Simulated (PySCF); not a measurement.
## Core binding energy against partial charge

C₃H₆ClNSi.
Structure used (GFN2-xTB), in Å, numbered top down from 1:
```xyz
12
C3H6ClNSi angstrom
C      1.8175    0.6893    1.0670
C      1.3770   -0.5419    0.8617
Si    -0.0809   -0.9908   -0.2388
Cl    -1.1911   -2.4023    0.7292
N     -0.9051    0.4849   -0.5765
C     -2.0473    0.9169   -0.3180
H      1.3445    1.5380    0.6018
H      2.6614    0.9018    1.7059
H      1.8842   -1.3639    1.3527
H      0.2797   -1.5071   -1.5532
H     -2.3215    1.9177   -0.6430
H     -2.8171    0.3566    0.2209
```

Binding energies: PySCF 2.14.0, delta-SCF UKS SCAN, pcX-2 on the ionised atom, pcseg-1 elsewhere, spin-free X2C. Charges: PBE0/pcSseg-1 ground-state density, for the ionised atom.

| atom | environment | C 1s (eV) | Mulliken (e) | IAO (e) | Hirshfeld (e) | ESP (e) |
| --- | --- | --- | --- | --- | --- | --- |
| C2 | alkene CH carbon | 290.21 | -0.492 | -0.443 | -0.145 | -0.302 |
| C1 | terminal =CH2 carbon | 290.51 | -0.142 | -0.261 | -0.073 | -0.229 |
| C6 | C=N carbon | 292.25 | +0.067 | -0.065 | +0.038 | +0.295 |

Q: How well does each charge scheme correlate with the binding energies over these sites?

A: ESP: r = 1.00, slope 3.4 eV per e; Hirshfeld: r = 0.97, slope 11.5 eV per e; IAO: r = 0.93, slope 5.4 eV per e; Mulliken: r = 0.86, slope 3.4 eV per e. ESP charges have the highest r, on only 3 points.

Q: The point-charge model writes a binding energy as kq + V + constant, with V the potential of the other atoms' charges at the site. What does it give with the IAO charges?

A: V = Σ 14.40 eV Å × q/r over all other atoms: +5.04 eV at C2, +2.20 eV at C1, -0.05 eV at C6. Fitting binding energy − V to q gives k = 18.9 eV per e and leaves an rms residual of 0.14 eV, against 0.32 eV for the fit on q alone. The model has no term for differences in relaxation between sites.

Isolated species at its GFN2-xTB geometry (one conformer only).
